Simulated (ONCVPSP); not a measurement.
## What one change does to a pseudopotential (I (Z = 53), ONCV)

```json
{"Element": "I", "Generator": "ONCVPSP 4.0.1", "Type": "optimised norm-conserving Vanderbilt (ONCV)", "Functional": "PBEsol", "Relativity": "scalar-relativistic", "Frozen core": "[Kr] 4d10", "Valence charge": "7", "Reference configuration": "5s2 5p5", "Partial waves": "5s: rc 1.50 bohr, ncon 4, nbas 9, qcut 5.1 1/bohr, 2 projectors, debl 3.4 Ha; 5p: rc 1.70 bohr, ncon 4, nbas 7, qcut 5.4 1/bohr, 2 projectors, debl 3.5 Ha", "Local potential": "polynomial inside 1.50 bohr (lpopt 2, dvloc0 0 Ha)", "Core correction": "Teter function fitted to the true core (icmod 2), fcfact 0.65"}
```

Change: functional LDA (Perdew-Wang 92).

Cutoffs: the cutoffs (Ha) at which the residual kinetic energy of the hardest occupied pseudo-wave falls to 1 and 0.1 mHa per electron; they do not see the model core or the augmentation charge, which bear on the density cutoff. Errors are all-electron minus pseudo energies relative to the spin-unpolarised reference configuration.

Task: How do hardness, ghosts and transferability respond?

Result: The potential gets harder (16 Ha and 100 Ha → 19 Ha and 100 Ha); both files keep a bound ghost (p, s); the errors of the 4 common tests hardly move.

| quantity | base | changed |
| --- | --- | --- |
| cutoff, loose | 16 Ha | 19 Ha |
| cutoff, tight | 100 Ha | 100 Ha |
| loose cutoff by channel | s 16 Ha, p 8.8 Ha | s 19 Ha, p 8.8 Ha |
| bound ghosts | s, p | s, p |
| GHOST(+) flags under 300 eV | none | none |
| error for 5s2 5p4, meV [ΔE 11.15 → 11.30 eV] | -4.6 | -4.5 |
| error for 5s2 5p3, meV [ΔE 31.04 → 31.36 eV] | -18 | -18 |
| error for 5s2 5p2, meV [ΔE 60.42 → 60.97 eV] | -47 | -49 |
| error for 5s2 5p4.5, meV [ΔE 4.54 → 4.61 eV] | -1.5 | -1.5 |
| s: phases at 1.53 bohr within 0.05 rad from the reference energy up to (Ha; the scan ends near 5) | to the end of the scan | to the end of the scan |
| p: phases at 1.73 bohr within 0.05 rad from the reference energy up to (Ha; the scan ends near 5) | to the end of the scan | to the end of the scan |
| rms error of d²Exc/dni dnj with the model core, mHa | 0.41 | 0.83 |

Base: The cutoffs count occupied waves only; projector 2 of the p channel, the hardest unoccupied one, needs 56 Ha at the loose tolerance. Changed file: The cutoffs count occupied waves only; projector 2 of the p channel, the hardest unoccupied one, needs 56 Ha at the loose tolerance. A true bound ghost makes a file unfit for plane-wave use even where its test errors are small: the radial tests pick states by their node count and pass the ghost by.
